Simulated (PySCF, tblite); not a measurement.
Species: C6H14S2.
SMILES with atom numbers: `[CH3:1][CH2:2][CH:3]([CH2:4][CH3:5])[S:6][S:7][CH3:8]` (hydrogens: H9, H10, H11 on C1; H12, H13 on C2; H14 on C3; H15, H16 on C4; H17, H18, H19 on C5; H20, H21, H22 on C8)

Cartesian coordinates in Å at the GFN2-xTB level; atoms count from 1:
```
atom  x, y, z in Å
C1    -1.8398   -2.4016    0.1168
C2    -1.1461   -1.3308   -0.7147
C3    -0.8834   -0.0491    0.0665
C4    -0.3258    1.0635   -0.8122
C5    -0.1968    2.3904   -0.0753
S6     0.2264   -0.3900    1.5036
S7     1.9341   -1.0831    0.6584
C8     3.0475    0.3639    0.7233
H9    -1.9974   -3.2960   -0.4805
H10   -2.8050   -2.0473    0.4725
H11   -1.2327   -2.6670    0.9787
H12   -1.7664   -1.0823   -1.5798
H13   -0.1941   -1.7187   -1.0878
H14   -1.7970    0.2856    0.5653
H15    0.6460    0.7517   -1.2042
H16   -0.9943    1.1888   -1.6681
H17   -1.1742    2.7438    0.2452
H18    0.2458    3.1430   -0.7235
H19    0.4283    2.2818    0.8081
H20    3.0489    0.7644    1.7316
H21    2.7323    1.1170    0.0084
H22    4.0334   -0.0087    0.4667
```

Method used: PBE0/pcSseg-1 in PySCF (dipole) on a GFN2-xTB geometry, gas phase.

Take the most abundant isotopes and a rigid rotor. The values belong to one conformer with, in the numbering `[CH3:1][CH2:2][CH:3]([CH2:4][CH3:5])[S:6][S:7][CH3:8]`, C1–C2–C3–C4 -174°, C2–C3–C4–C5 174°, C2–C3–S6–S7 61°, C3–S6–S7–C8 102°.

Q: Give the principal moments of inertia and the rotational constants in MHz.

A: Ia = 321.67, Ib = 439.26, Ic = 623.17 u·Å²; 505379 MHz·u·Å²/I gives A = 1571, B = 1151, C = 811.0 MHz.

Q: What kind of rotor is it?

A: An asymmetric top; Ray's κ = -0.107.

Q: What does the inertial defect say?

A: Not planar: Δ = Ic − Ia − Ib = -137.76 u·Å². For a rigid frame Δ = −2 Σ m c², so Σ m c² = 68.88 u·Å² lies off the ab plane: 13.44 from hydrogen and 55.44 from heavier atoms. The atom farthest from that plane is 1.50 Å away.

Q: Which types of transition are allowed, and where do some lines up to J = 3 fall?

A: The dipole components are |μa| = 0.12 D, |μb| = 1.76 D, |μc| = 1.00 D. Intensities carry the squares of the components, which stand as 0.00 : 1.00 : 0.33 (a : b : c). Some lines, for components of 0.1 D or more:

| type | branch | J(Ka,Kc) | MHz | lower level (cm⁻¹) |
| --- | --- | --- | --- | --- |
| a | Q | 1(1,0) ← 1(1,1) | 340 | 0.079 |
| b | Q | 1(1,0) ← 1(0,1) | 760 | 0.065 |
| c | Q | 3(2,2) ← 3(1,2) | 866 | 0.442 |
| a | Q | 2(1,1) ← 2(1,2) | 1019 | 0.199 |
| b | Q | 2(1,1) ← 2(0,2) | 1238 | 0.192 |
| c | Q | 2(2,1) ← 2(1,1) | 1262 | 0.233 |
| b | Q | 3(2,1) ← 3(1,2) | 1452 | 0.442 |
| b | Q | 2(2,1) ← 2(1,2) | 2280 | 0.199 |
| c | Q | 3(3,1) ← 3(2,1) | 2440 | 0.491 |
| b | Q | 3(3,0) ← 3(2,1) | 2478 | 0.491 |
| c | R | 1(1,0) ← 0(0,0) | 2722 | 0.000 |
| b | Q | 3(3,1) ← 3(2,2) | 3026 | 0.471 |
| b | R | 2(0,2) ← 1(1,1) | 3364 | 0.079 |
| a | R | 2(1,2) ← 1(1,1) | 3583 | 0.079 |
| b | R | 2(1,2) ← 1(0,1) | 4004 | 0.065 |
| b | R | 3(0,3) ← 2(1,2) | 5217 | 0.199 |
| a | R | 3(0,3) ← 2(0,2) | 5436 | 0.192 |
| c | R | 2(2,0) ← 1(1,0) | 5663 | 0.091 |
| c | R | 2(2,1) ← 1(1,1) | 5864 | 0.079 |
| a | R | 3(1,2) ← 2(1,1) | 6281 | 0.233 |
| a | R | 3(2,1) ← 2(2,0) | 6333 | 0.280 |
| c | R | 3(2,1) ← 2(1,1) | 7733 | 0.233 |
| b | R | 3(2,1) ← 2(1,2) | 8752 | 0.199 |
| b | R | 3(3,1) ← 2(2,0) | 8772 | 0.280 |
| c | R | 3(3,0) ← 2(2,0) | 8811 | 0.280 |
| c | R | 3(3,1) ← 2(2,1) | 8911 | 0.275 |
| b | R | 3(3,0) ← 2(2,1) | 8950 | 0.275 |

Q: Estimate the classical rotational partition function at 25 K, 100 K and 200 K.

A: Point group C1, symmetry number σ = 1; q = (√π/σ)·√((kT/h)³/(ABC)), k/h = 20836.6 MHz/K: 17400 at 25 K, 139000 at 100 K, 394000 at 200 K.

Its GFN2-xTB frequencies are all real (lowest 45 cm⁻¹). Constants of a rigid frame at the computed geometry: no zero-point averaging, no centrifugal distortion. A rigid rotor knows nothing of internal rotation, which can split or shift real lines.
